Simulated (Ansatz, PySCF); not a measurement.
CaF2, SMILES [F][Ca][F].

Geometry: PBE0-D3(BJ)/def2-TZVP. The isomer is the one that the SMILES or the coordinates give; other isomers of the formula were not compared.

Vertical ionisation energy (IE) and electron affinity (EA) in eV. Rows of orbital energies are one-electron estimates. Where ΔSCF, EOM or ADC give a negative EA the extra electron is unbound and the value depends on the basis.

```json
[
 {"level": "−ε(HOMO), −ε(LUMO), B3LYP/def2-TZVPD (PySCF)", "IE": "8.71", "EA": "2.07"},
 {"level": "−ε(HOMO), −ε(LUMO), PBE/def2-TZVPD (PySCF)", "IE": "7.08", "EA": "2.34"},
 {"level": "ΔSCF, PBE0/def2-TZVPD (Ansatz), final states of multiplicity 2 and 2", "IE": "11.46", "EA": "0.58"},
 {"level": "ΔSCF, PBE/def2-TZVPD (Ansatz), final states of multiplicity 2 and 2", "IE": "11.00", "EA": "0.60"}
]
```

Q: What vertical singlet–triplet gap does ΔSCF give with PBE0/def2-TZVPD (Ansatz, a quantum-chemistry and plane-wave program) and with PBE/def2-TZVPD (Ansatz)? (An estimate is asked for; the answer gives what the named calculation found.)

A: 6.03 and 5.49 eV (triplet above singlet where positive).
